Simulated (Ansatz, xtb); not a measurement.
**A geometry optimisation of GeHOSi with r2SCAN-D4/def2-SVP**

The starting geometry of this gas-phase doublet has its atoms placed at random.

```xyz
4

Ge    0.9270   -0.0207   -1.6017
O     1.1444    1.2563    0.4545
Si   -0.9217    0.1314    0.6989
H    -0.2912   -0.5929   -1.2864
```

Question: Guess where an optimisation with r2SCAN-D4/def2-SVP ends from this start.

Answer: It ends as a structure with H4 bridging Ge1 and Si3, given below by its coordinates. Distances that change by over a tenth: Ge1–H4 (1.38 → 1.77 Å). Contacts that close: Ge1–O2 (2.43 → 1.98 Å), Ge1–Si3 (2.96 → 2.60 Å), O2–Si3 (2.37 → 1.63 Å), Si3–H4 (2.21 → 1.73 Å).

The energy falls by 4.77 eV over 9 steps:

```json
{"step": "1", "E − E(last) (eV)": "4.771"}
{"step": "2", "E − E(last) (eV)": "2.114"}
{"step": "3", "E − E(last) (eV)": "0.283"}
{"step": "4", "E − E(last) (eV)": "0.119"}
{"step": "5", "E − E(last) (eV)": "0.030"}
{"step": "6", "E − E(last) (eV)": "0.002"}
{"step": "7", "E − E(last) (eV)": "0.000"}
{"step": "8", "E − E(last) (eV)": "0.000"}
{"step": "9", "E − E(last) (eV)": "0.000"}
```

Final geometry (Å):

```yaml
atoms:
  - { symbol: Ge, position_ang: [1.0994, 0.1547, -1.4756] }
  - { symbol: O, position_ang: [0.8222, 0.9747, 0.3003] }
  - { symbol: Si, position_ang: [-0.6057, 0.2067, 0.4908] }
  - { symbol: H, position_ang: [-0.4574, -0.5620, -1.0503] }
```

From the same start GFN2-xTB ends elsewhere, differing in Ge1–Si3 (3.37 against 2.60 Å here), Si3–H4 (3.76 against 1.73 Å here).

From so rough a start the end depends on the optimiser's path, so another program may land elsewhere. The end wasn't checked by frequencies. Open shells are spin-unrestricted. Run with Ansatz 0.2.0, 44 s on 1 thread of Intel(R) Xeon(R) 6975P-C (Granite Rapids) (shared host).
